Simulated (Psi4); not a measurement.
Psi4 input (wB97X-D/6-31G*):

```
memory 1500 MB

molecule {
0 1
C     2.67672200   -0.48056300   -0.20093300
C     1.49358800   -0.26815000   -0.11211900
B     0.01755200   -0.00315100   -0.00131800
Cl   -0.62911000    1.57112300   -0.41445000
Cl   -1.06680700   -1.26664800    0.54175700
H     3.72097900   -0.66804200   -0.27932200
symmetry c1
no_reorient
no_com
}

set {
  basis 6-31G*
  reference rks
  scf_type pk
  dft_radial_points 99
  dft_spherical_points 590
  e_convergence 1e-8
  d_convergence 1e-7
  maxiter 150
}

e = energy('wb97x-d')
print_out(f'\nFINAL {e:.10f} DIPOLE {variable("CURRENT DIPOLE")[0]:.6f} {variable("CURRENT DIPOLE")[1]:.6f} {variable("CURRENT DIPOLE")[2]:.6f}\n')
```

Output:

```
   => Loading Basis Set <=

    Name: 6-31G*
    Role: ORBITAL
    Keyword: BASIS
    atoms 1-2 entry C          line   111 file 6-31gs.gbs
    atoms 3   entry B          line    94 file 6-31gs.gbs
    atoms 4-5 entry CL         line   340 file 6-31gs.gbs
    atoms 6   entry H          line    44 file 6-31gs.gbs

   => WB97X-D: Empirical Dispersion <=

    Chai and Head-Gordon Dispersion Correction
    Chai, J.-D.; Head-Gordon, M. (2010), J. Chem. Phys., 132: 6615-6620

        s6 =       1.000000

         ---------------------------------------------------------
                                   SCF
               by Justin Turney, Rob Parrish, Andy Simmonett
                          and Daniel G. A. Smith
                              RKS Reference
         ---------------------------------------------------------

  ==> Geometry <==

    Molecular point group: c1
    Full point group: C1

    Geometry (in Angstrom), charge = 0, multiplicity = 1:

       Center              X                  Y                   Z               Mass
    ------------   -----------------  -----------------  -----------------  -----------------
         C            2.676722000000    -0.480563000000    -0.200933000000    12.000000000000
         C            1.493588000000    -0.268150000000    -0.112119000000    12.000000000000
         B            0.017552000000    -0.003151000000    -0.001318000000    11.009305360000
         CL          -0.629110000000     1.571123000000    -0.414450000000    34.968852682000
         CL          -1.066807000000    -1.266648000000     0.541757000000    34.968852682000
         H            3.720979000000    -0.668042000000    -0.279322000000     1.007825032230

  Running in c1 symmetry.

  Rotational constants: A =      0.10527  B =      0.09177  C =      0.04903 [cm^-1]
  Rotational constants: A =   3155.91022  B =   2751.18533  C =   1469.84145 [MHz]
  Nuclear repulsion =  208.801890609106181

  Charge       = 0
  Multiplicity = 1
  Electrons    = 52
  Nalpha       = 26
  Nbeta        = 26

  ==> Algorithm <==

  SCF Algorithm Type is PK.
  DIIS enabled.
  MOM disabled.
  Fractional occupation disabled.
  Guess Type is SAD.
  Energy threshold   = 1.00e-08
  Density threshold  = 1.00e-07
  Integral threshold = 1.00e-12

  ==> Primary Basis <==

  Basis Set: 6-31G*
    Blend: 6-31G*
    Number of shells: 36
    Number of basis functions: 85
    Number of Cartesian functions: 85
    Spherical Harmonics?: false
    Max angular momentum: 2

  ==> DFT Potential <==

   => LibXC <=

    Version 7.1.2
    S. Lehtola, C. Steigemann, M. J. T. Oliveira, and M. A. L. Marques,  SoftwareX 7, 1–5 (2018) (10.1016/j.softx.2017.11.002)

   => Composite Functional: WB97X-D <=

    wB97X-D Hyb-GGA Exchange-Correlation Functional

    J.-D. Chai and M. Head-Gordon,  Phys. Chem. Chem. Phys. 10, 6615–6620 (2008) (10.1039/B810189B)

    Deriv               =              1
    GGA                 =           TRUE
    Meta                =          FALSE

    Exchange Hybrid     =           TRUE
    MP2 Hybrid          =          FALSE

   => Exchange-Correlation Functionals <=

    1.0000   wB97X-D range-separated functional

   => Exact (HF) Exchange <=

    0.7780            HF,LR [omega = 0.2000]
    0.2220               HF

   => LibXC Density Thresholds  <==

    XC_HYB_GGA_XC_WB97X_D:  1.00E-14

   => Molecular Quadrature <=

    Radial Scheme          =       TREUTLER
    Pruning Scheme         =           NONE
    Nuclear Scheme         =       TREUTLER

    Blocking Scheme        =         OCTREE
    BS radius alpha        =              1
    Pruning alpha          =              1
    Radial Points          =             99
    Spherical Points       =            590
    Total Points           =         324074
    Total Blocks           =           2422
    Max Points             =            256
    Max Functions          =             82
    Weights Tolerance      =       1.00E-15

  ==> Integral Setup <==

  Using in-core PK algorithm.
   Calculation information:
      Number of atoms:                   6
      Number of AO shells:              36
      Number of primitives:            103
      Number of atomic orbitals:        85
      Number of basis functions:        85

      Integral cutoff                 1.00e-12
      Number of threads:                 1

  Performing in-core PK
  Using 20044020 doubles for integral storage.
  We computed 187878 shell quartets total.
  Whereas there are 222111 unique shell quartets.

  Computing range-separated integrals for PK
  We computed 187878 wK shell quartets total.
  Whereas there are 222111 wK unique shell quartets.

  ==> DiskJK: Disk-Based J/K Matrices <==

    J tasked:                  Yes
    K tasked:                  Yes
    wK tasked:                 Yes
    Omega:               2.000E-01
    Schwarz Cutoff:          1E-12


  Cached 100.0% of DFT collocation blocks in 0.596 [GiB].

  Minimum eigenvalue in the overlap matrix is 8.2507562646E-04.
  Reciprocal condition number of the overlap matrix is 1.2986155745E-04.
    Using symmetric orthogonalization.

  ==> Pre-Iterations <==

  SCF Guess: Superposition of Atomic Densities via on-the-fly atomic UHF (no occupation information).

   -------------------------
    Irrep   Nso     Nmo
   -------------------------
     A         85      85
   -------------------------
    Total      85      85
   -------------------------

  ==> Iterations <==

                        Total Energy        Delta E     RMS |[F,P]|

   @RKS iter SAD: -1021.37749964176612   -1.02138e+03   0.00000e+00
   @RKS iter   1: -1021.92301649772344   -5.45517e-01   4.62635e-03 ADIIS/DIIS
   @RKS iter   2: -1021.97308478841467   -5.00683e-02   3.01630e-03 ADIIS/DIIS
   @RKS iter   3: -1022.00553120564143   -3.24464e-02   4.06457e-04 ADIIS/DIIS
   @RKS iter   4: -1022.00599087493993   -4.59669e-04   1.99744e-04 ADIIS/DIIS
   @RKS iter   5: -1022.00613120360424   -1.40329e-04   6.47158e-05 DIIS
   @RKS iter   6: -1022.00615084729873   -1.96437e-05   1.25533e-05 DIIS
   @RKS iter   7: -1022.00615191902932   -1.07173e-06   3.74506e-06 DIIS
   @RKS iter   8: -1022.00615209904629   -1.80017e-07   1.37885e-06 DIIS
   @RKS iter   9: -1022.00615212822947   -2.91832e-08   3.46932e-07 DIIS
   @RKS iter  10: -1022.00615213106221   -2.83273e-09   9.32997e-08 DIIS
  Energy and wave function converged.

  ==> Post-Iterations <==

   Electrons on quadrature grid:
      Ntotal   =   51.9999995230 ; deviation = -4.770e-07

    Orbital Energies [Eh]
    ---------------------

    Doubly Occupied:

       1A   -101.726986     2A   -101.726984     3A    -10.336685
       4A    -10.310533     5A     -9.600970     6A     -9.600952
       7A     -7.347129     8A     -7.347123     9A     -7.341806
      10A     -7.341801    11A     -7.339821    12A     -7.339815
      13A     -6.981112    14A     -0.973298    15A     -0.935124
      16A     -0.870606    17A     -0.688194    18A     -0.620029
      19A     -0.550751    20A     -0.524820    21A     -0.476574
      22A     -0.423417    23A     -0.419154    24A     -0.411471
      25A     -0.391692    26A     -0.379891

    Virtual:

      27A     -0.015452    28A      0.081055    29A      0.147933
      30A      0.171298    31A      0.194163    32A      0.257696
      33A      0.301338    34A      0.359352    35A      0.415691
      36A      0.449519    37A      0.479419    38A      0.504398
      39A      0.523548    40A      0.527876    41A      0.530013
      42A      0.553021    43A      0.563737    44A      0.568717
      45A      0.641575    46A      0.645328    47A      0.682979
      48A      0.769709    49A      0.779560    50A      0.798695
      51A      0.845511    52A      0.881223    53A      0.934945
      54A      0.939804    55A      0.941520    56A      0.948692
      57A      1.006112    58A      1.006479    59A      1.060228
      60A      1.091553    61A      1.165629    62A      1.178485
      63A      1.186709    64A      1.329195    65A      1.424673
      66A      1.482750    67A      1.601209    68A      1.623607
      69A      1.634428    70A      1.659093    71A      1.800044
      72A      1.809389    73A      1.885998    74A      1.969358
      75A      2.014690    76A      2.038625    77A      2.613391
      78A      2.699570    79A      2.760626    80A      3.387928
      81A      3.573383    82A      4.285575    83A      4.362841
      84A      4.384380    85A      4.615308

    Final Occupation by Irrep:
              A
    DOCC [    26 ]
    NA   [    26 ]
    NB   [    26 ]

  @RKS Final Energy: -1022.00615213106221

   => Energetics <=

    Nuclear Repulsion Energy =            208.8018906091061808
    One-Electron Energy =               -1822.0189586073988721
    Two-Electron Energy =                 643.0213687979485258
    DFT Exchange-Correlation Energy =     -51.8092180923104664
    Empirical Dispersion Energy =          -0.0012348384074444
    VV10 Nonlocal Energy =                  0.0000000000000000
    Total Energy =                      -1022.0061521310622084

Computation Completed

Properties will be evaluated at   0.000000,   0.000000,   0.000000 [a0]

Properties computed using the SCF density matrix

 Multipole Moments:

 ------------------------------------------------------------------------------------
     Multipole            Electronic (a.u.)      Nuclear  (a.u.)        Total (a.u.)
 ------------------------------------------------------------------------------------

 L = 1.  Multiply by 2.5417464519 to convert [e a0] to [Debye]
 Dipole X            :          0.7954534            0.0000189            0.7954723
 Dipole Y            :         -0.1428134           -0.0000000           -0.1428134
 Dipole Z            :         -0.0597046           -0.0000094           -0.0597140
 Magnitude           :                                                    0.8103935

 ------------------------------------------------------------------------------------

FINAL -1022.0061521311 DIPOLE 0.795472 -0.142813 -0.059714

*** Psi4 exiting successfully. Buy a developer a beer!
```

The geometry given is a B3LYP-D3(BJ)/def2-TZVP minimum.
